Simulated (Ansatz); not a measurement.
**Abstraction of F: C2H2FN + CH6FSi2 → C2H2N + CH6F2Si2**

Gas-phase species: C2H2FN (fluoroacetonitrile) `N#CCF`, singlet; CH6FSi2 `F[SiH2]C[SiH2]`, doublet; C2H2N `[CH2]C#N`, doublet; CH6F2Si2 `F[SiH2]C[SiH2]F`, singlet. A radical takes F: the energy is the difference in strength between the C–F bond broken and the Si–F bond made.

Shapes, held fixed at every level: PBE0-D4/def2-TZVP. Flexible molecules stand in one conformer, not always the lowest. Programs: Ansatz 0.2.0. The zero-point and thermal change to 298 K, harmonic and unscaled (PBE0-D4/def2-TZVP), is -5.4 kJ/mol.

| level | kind | ΔH(298 K) (kJ/mol) |
| --- | --- | --- |
| r2SCAN-D4/def2-TZVPP | meta-GGA | -241.0 |
| B3LYP-D4/def2-TZVPP | global hybrid | -234.6 |
| BHLYP-D4/def2-TZVPP | global hybrid | -246.2 |
| PBE0-D4/def2-TZVPP | global hybrid | -222.1 |
| wB97M-V/def2-TZVPP | range-separated hybrid | -234.1 |
| wB97X-V/def2-TZVPP | range-separated hybrid | -230.4 |
| B2PLYP/def2-TZVPP | double hybrid | -233.3 |

B2PLYP/def2-TZVPP gives ΔH(298 K) = -233.3 kJ/mol; the levels span -246.2 to -222.1. The median of the levels is -234.1. No measured value is set beside it here. Spin contamination: C2H2N (⟨S²⟩ up to 0.93). Open shells run unrestricted.
